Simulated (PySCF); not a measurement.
## Zirconium: a sound run and one with changed settings

Sound run: Zr [Kr] 4d2 5s2, Zr⁺ [Kr] 4d2 5s1. All numbers are calculated (PySCF 2.14, scalar relativity through the core potential, in cc-pVDZ-PP with ECP28MDF). The sound run starts from symmetry-adapted Hartree-Fock orbitals and uses a fine grid where one is needed.

Changed run: basis STO-3G, all-electron and non-relativistic. This setting is unsound on purpose.

```csv
species,method,sound run (hartree),changed run (hartree),converged
Zr,UHF,-46.30208,-3503.03532,yes
Zr,BP86,-46.81070,-3504.89405,yes
Zr,PBE0,-46.73801,-3504.35583,yes
Zr⁺,UHF,-46.10994,-3502.95330,yes
Zr⁺,BP86,-46.56621,-3504.73722,yes
Zr⁺,PBE0,-46.50551,-3504.21277,yes
```

Ionisation energy of Zr:

```json
{"method": "UHF", "sound run (eV)": "5.228", "changed run (eV)": "2.232"}
{"method": "BP86", "sound run (eV)": "6.653", "changed run (eV)": "4.268"}
{"method": "PBE0", "sound run (eV)": "6.327", "changed run (eV)": "3.893"}
```

A minimal basis cannot let orbitals breathe on ionisation and holds almost no correlation. The Hamiltonian changed with the basis, so the totals do not compare.

For comparison, NIST gives 6.634 eV between the lowest levels.
